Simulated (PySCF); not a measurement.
PySCF input for Te(I)(GeH3) (GeH3ITe), SMILES [Te](I)[GeH3], TDA-B3LYP/def2-SVPD. Geometry optimised at B3LYP-D3(BJ)/def2-SVP. This is a generated structure with no PubChem entry under its InChIKey; it may be hypothetical. The def2 effective core potentials stand for the cores of I, Te; spin–orbit coupling is left out.

```python
import numpy as np
from pyscf import gto, scf, dft, tdscf

mol = gto.M(
    atom='''
    Te    1.10897715   -0.45830459   -0.00000000
    I    -0.44548955    1.82059431    0.00000000
    Ge   -0.94206062   -2.04938773   -0.00000000
    H    -0.35098694   -3.47439660   -0.00000000
    H    -1.77946949   -1.80242789    1.26655514
    H    -1.77946950   -1.80242789   -1.26655514
    ''',
    basis='def2-SVPD',
    ecp={'I': 'def2-svp', 'Te': 'def2-svp'},
    charge=0,
    spin=0,
    symmetry=True,
    max_memory=1600,
    verbose=4,
)
mf = dft.RKS(mol, xc='b3lyp').density_fit(auxbasis='def2-universal-jkfit')
mf.grids.level = 3
mf.conv_tol = 1e-9
mf.max_cycle = 100
mf.kernel()
mf.grids = dft.Grids(mol).set(level=1).build(with_non0tab=True)  # coarser grid for the response kernel
td = tdscf.TDA(mf)
td.singlet = True
td.nstates = 10
td.conv_tol = 1e-4
td.positive_eig_threshold = 1e-6
td.kernel(x0=td.get_init_guess(mf, 15))
td.analyze()
tt = tdscf.TDA(mf)
tt.singlet = False
tt.nstates = 4
tt.conv_tol = 1e-4
tt.positive_eig_threshold = 1e-6
tt.kernel(x0=tt.get_init_guess(mf, 9))
tt.analyze(verbose=3)
```

Output:

```
PySCF version 2.14.0

[INPUT] verbose = 4
[INPUT] num. atoms = 6
[INPUT] num. electrons = 84
[INPUT] charge = 0
[INPUT] spin (= nelec alpha-beta = 2S) = 0
[INPUT] symmetry True subgroup None
[INPUT] Mole.unit = angstrom
[INPUT] Symbol           X                Y                Z      unit          X                Y                Z       unit  Magmom
[INPUT]  1 Te     1.108977150000  -0.458304590000   0.000000000000 AA    2.095663091901  -0.866070156731   0.000000000000 Bohr   0.0
[INPUT]  2 I     -0.445489550000   1.820594310000   0.000000000000 AA   -0.841853240856   3.440424629842   0.000000000000 Bohr   0.0
[INPUT]  3 Ge    -0.942060620000  -2.049387730000   0.000000000000 AA   -1.780236564538  -3.872781532744   0.000000000000 Bohr   0.0
[INPUT]  4 H     -0.350986940000  -3.474396600000   0.000000000000 AA   -0.663269189899  -6.565658022120   0.000000000000 Bohr   0.0
[INPUT]  5 H     -1.779469490000  -1.802427890000   1.266555140000 AA   -3.362709983119  -3.406095071378   2.393442336260 Bohr   0.0
[INPUT]  6 H     -1.779469500000  -1.802427890000  -1.266555140000 AA   -3.362710002017  -3.406095071378  -2.393442336260 Bohr   0.0

nuclear repulsion = 433.988837431189
point group symmetry = Cs
symmetry origin: [-1.61976515e-09  1.34980465e-10  0.00000000e+00]
symmetry axis x: [1.00000000e+00 3.51911931e-09 1.19354820e-10]
symmetry axis y: [ 3.51911931e-09 -1.00000000e+00 -3.45728075e-18]
symmetry axis z: [-1.1935482e-10  1.7216769e-18  1.0000000e+00]
num. orbitals of irrep A' = 88
num. orbitals of irrep A" = 44
number of shells = 52
number of NR pGTOs = 250
number of NR cGTOs = 132
basis = def2-SVPD
ecp = {'I': 'def2-svp', 'Te': 'def2-svp'}


[settings echo left out]
init E= -2584.05184750113
HOMO (A') = -0.878869626735955  LUMO (A") = -0.865169456463132  gap/eV = 0.37280
cycle= 1 E= -2637.49990119549  delta_E= -53.4  |g|=  4.8  |ddm|= 14.3
HOMO (A') = -0.114252889276335  LUMO (A") = -0.104692622619162  gap/eV = 0.26015
cycle= 2 E= -2550.558513502  delta_E= 86.9  |g|= 17.4  |ddm|=   54
HOMO (A') = -0.0732998576925675  LUMO (A') = -0.063111601308478  gap/eV = 0.27724
cycle= 3 E= -2629.67465941248  delta_E= -79.1  |g|=  4.5  |ddm|= 32.7
HOMO (A') = -0.186036171285619  LUMO (A") = -0.184496545670806  gap/eV = 0.04190
cycle= 4 E= -2634.05218087697  delta_E= -4.38  |g|= 3.36  |ddm|= 36.6
HOMO (A") = -0.209519605311801  LUMO (A') = -0.180027919208205  gap/eV = 0.80251
cycle= 5 E= -2643.80788448908  delta_E= -9.76  |g|= 1.32  |ddm|= 7.56
HOMO (A") = -0.137879261416529  LUMO (A') = -0.0685966917843255  gap/eV = 1.88527
cycle= 6 E= -2644.34013107911  delta_E= -0.532  |g|= 0.67  |ddm|= 2.84
HOMO (A") = -0.230394729839428  LUMO (A') = -0.130956283941693  gap/eV = 2.70586
cycle= 7 E= -2644.48762410508  delta_E= -0.147  |g|= 0.334  |ddm|= 1.55
HOMO (A") = -0.225936743110086  LUMO (A') = -0.128540526761839  gap/eV = 2.65029
cycle= 8 E= -2644.52491644047  delta_E= -0.0373  |g|= 0.153  |ddm|= 0.735
HOMO (A") = -0.226041820328248  LUMO (A') = -0.121507010816707  gap/eV = 2.84454
cycle= 9 E= -2644.53284682708  delta_E= -0.00793  |g|= 0.0289  |ddm|= 0.252
HOMO (A") = -0.225940022284561  LUMO (A') = -0.121367167629209  gap/eV = 2.84557
cycle= 10 E= -2644.53314578664  delta_E= -0.000299  |g|= 0.00584  |ddm|= 0.0446
HOMO (A") = -0.226025804596894  LUMO (A') = -0.121372923315931  gap/eV = 2.84775
cycle= 11 E= -2644.53315835179  delta_E= -1.26e-05  |g|= 0.0012  |ddm|= 0.0107
HOMO (A") = -0.22610322157276  LUMO (A') = -0.12145912841293  gap/eV = 2.84751
cycle= 12 E= -2644.53315887348  delta_E= -5.22e-07  |g|= 0.000239  |ddm|= 0.00231
HOMO (A") = -0.226097196224806  LUMO (A') = -0.121456112989726  gap/eV = 2.84743
cycle= 13 E= -2644.53315889834  delta_E= -2.49e-08  |g|= 6.6e-05  |ddm|= 0.000644
HOMO (A") = -0.22609311189629  LUMO (A') = -0.121452089028075  gap/eV = 2.84743
cycle= 14 E= -2644.53315890059  delta_E= -2.26e-09  |g|= 6.97e-06  |ddm|= 0.00013
HOMO (A") = -0.226093689273078  LUMO (A') = -0.121452402077686  gap/eV = 2.84743
cycle= 15 E= -2644.5331589006  delta_E= -4.09e-12  |g|= 2.99e-06  |ddm|= 1.78e-05
HOMO (A") = -0.226093454991108  LUMO (A') = -0.121452279662179  gap/eV = 2.84743
Extra cycle  E= -2644.5331589006  delta_E= -4.55e-12  |g|= 2.95e-06  |ddm|= 9.31e-06
converged SCF energy = -2644.5331589006
tot grids = 30888
Overwritten attributes  positive_eig_threshold  of <class 'pyscf.tdscf.rks.TDA'>


******** <class 'pyscf.tdscf.rks.TDA'> for <class 'pyscf.df.df_jk.DFSymAdaptedRKS'> ********
nstates = 10 singlet
deg_eia_thresh = 1.000e-03
wfnsym = None
conv_tol = 0.0001
eigh lindep = 1e-12
eigh level_shift = 0
eigh max_cycle = 100


Excitation energies (eV)
[1.90669322 3.02685733 3.58355837 3.78580991 4.57354407 5.13945803
 5.16501892 5.58163178 5.80568544 5.81712263]

** Singlet excitation energies and oscillator strengths **
Excited State   1:   A"      1.90669 eV    650.26 nm  f=0.0010
      42 -> 43        0.70598
Excited State   2:   A'      3.02686 eV    409.61 nm  f=0.0030
      41 -> 43       -0.70483
Excited State   3:   A"      3.58356 eV    345.98 nm  f=0.0009
      40 -> 43       -0.69443
      42 -> 44       -0.12761
Excited State   4:   A"      3.78581 eV    327.50 nm  f=0.0028
      40 -> 43        0.12814
      42 -> 44       -0.69240
Excited State   5:   A'      4.57354 eV    271.09 nm  f=0.0083
      38 -> 43        0.21060
      39 -> 43        0.67084
Excited State   6:   A'      5.13946 eV    241.24 nm  f=0.0340
      41 -> 44       -0.68057
      42 -> 48       -0.10221
Excited State   7:   A"      5.16502 eV    240.05 nm  f=0.0059
      42 -> 45       -0.70458
Excited State   8:   A"      5.58163 eV    222.13 nm  f=0.0053
      40 -> 44        0.70039
Excited State   9:   A"      5.80569 eV    213.56 nm  f=0.0000
      42 -> 46       -0.24338
      42 -> 47        0.64944
Excited State  10:   A'      5.81712 eV    213.14 nm  f=0.1030
      36 -> 43       -0.32679
      38 -> 43       -0.45907
      39 -> 43        0.10892
      39 -> 44        0.10675
      42 -> 48       -0.35544

** Transition electric dipole moments (AU) **
state          X           Y           Z        Dip. S.      Osc.
  1         0.0000      0.0000     -0.1499      0.0225      0.0010
  2        -0.2019     -0.0161      0.0000      0.0410      0.0030
  3        -0.0000     -0.0000     -0.1006      0.0101      0.0009
  4        -0.0000     -0.0000     -0.1740      0.0303      0.0028
  5        -0.1609      0.2195      0.0000      0.0741      0.0083
  6         0.3468      0.3875      0.0000      0.2704      0.0340
  7        -0.0000     -0.0000      0.2152      0.0463      0.0059
  8         0.0000      0.0000      0.1973      0.0389      0.0053
  9         0.0000      0.0000      0.0002      0.0000      0.0000
 10        -0.1971      0.8269     -0.0000      0.7226      0.1030

WARN: ECP detected. Skipping calculation of transition velocity and magnetic dipole moments, which have not yet been implemented.



******** <class 'pyscf.tdscf.rks.TDA'> for <class 'pyscf.df.df_jk.DFSymAdaptedRKS'> ********
nstates = 4 triplet
deg_eia_thresh = 1.000e-03
wfnsym = None
conv_tol = 0.0001
eigh lindep = 1e-12
eigh level_shift = 0
eigh max_cycle = 100


Excitation energies (eV)
[1.31687036 2.51548271 3.08854028 3.41406696]

** Triplet excitation energies and oscillator strengths **
Excited State   1:   A"      1.31687 eV    941.51 nm  f=0.0000
Excited State   2:   A'      2.51548 eV    492.88 nm  f=0.0000
Excited State   3:   A"      3.08854 eV    401.43 nm  f=0.0000
Excited State   4:   A"      3.41407 eV    363.16 nm  f=0.0000
```

Self-consistency was reached.

Cost: around 90 core-seconds (rough).
